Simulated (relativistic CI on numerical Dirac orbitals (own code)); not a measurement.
Ag³⁺: L2,3 absorption edge

Computed with this model: Dirac-Coulomb-Breit CI, KLI orbitals optimised for each configuration, model QED, valence Slater integrals scaled by 0.8, multiplet model of core-to-valence dipole absorption; configurations [Kr] 4d8 → [He] 2s2 2p5 3s2 3p6 3d10 4s2 4p6 4d9; 10 K; Lorentzian 2.4 eV and Gaussian 0.5 eV FWHM. Energies are those of the free ion, without screening or charge transfer. The branching ratio is the share of the lower-energy edge in the whole absorption, uncertain by about 0.02 where the edges overlap. S is read from ⟨S²⟩ = S(S + 1).

Field parameters in Wybourne normalisation: D3d B²₀ = −7Dσ, B⁴₀ = −14Dq − 21Dτ, B⁴₃ = −14√(10/7) Dq; Oh B⁴₀ = 21Dq, B⁴₄ = √(5/14) B⁴₀; Td as Oh with Dq negative (B⁴₀ = 21Dq, B⁴₄ = √(5/14) B⁴₀). The field is a parameter set, without covalency.

free ion: ground-state S = 0.99, centroid 3359.99 eV, branching ratio 0.951. Peaks (eV, height): 3351.5 (100).

D3d, 10Dq = 33300, Dσ = -880, Dτ = -250 cm⁻¹: ground-state S = 1.00, centroid 3399.54 eV, branching ratio 0.736. Peaks (eV, height): 3353.8 (100), 3527.0 (37).

D3d, 10Dq = 29850, Dσ = -940, Dτ = -200 cm⁻¹: ground-state S = 1.00, centroid 3398.45 eV, branching ratio 0.741. Peaks (eV, height): 3353.5 (100), 3526.8 (36).

Td, 10Dq = -18650 cm⁻¹: ground-state S = 1.00, centroid 3365.08 eV, branching ratio 0.926. Peaks (eV, height): 3352.2 (100), 3526.0 (8).

Oh, 10Dq = 39300 cm⁻¹: ground-state S = 1.00, centroid 3401.44 eV, branching ratio 0.728. Peaks (eV, height): 3354.2 (100), 3527.5 (38).

D3d, 10Dq = 24150, Dσ = -40, Dτ = -170 cm⁻¹: ground-state S = 1.00, centroid 3396.30 eV, branching ratio 0.751. Peaks (eV, height): 3353.0 (100), 3526.2 (34).

The statistical ratio of this edge is 2/3 = 0.667. Values above it arise where the holes sit mainly in the j = l + 1/2 valence subshell or the ground state has high spin; values below it where core-valence Coulomb terms move weight to the upper edge, as in nearly empty shells. At deep edges of heavy elements the radial integrals of the two core levels differ, which raises the baseline.

Strongest unbroadened transitions for Td, 10Dq = -18650 cm⁻¹:

```
Energy (eV)  Relative strength
    3352.13              100.0
    3352.52                9.1
    3353.09                3.2
    3355.46                0.7
    3525.90                8.9
    3528.22                0.2
```
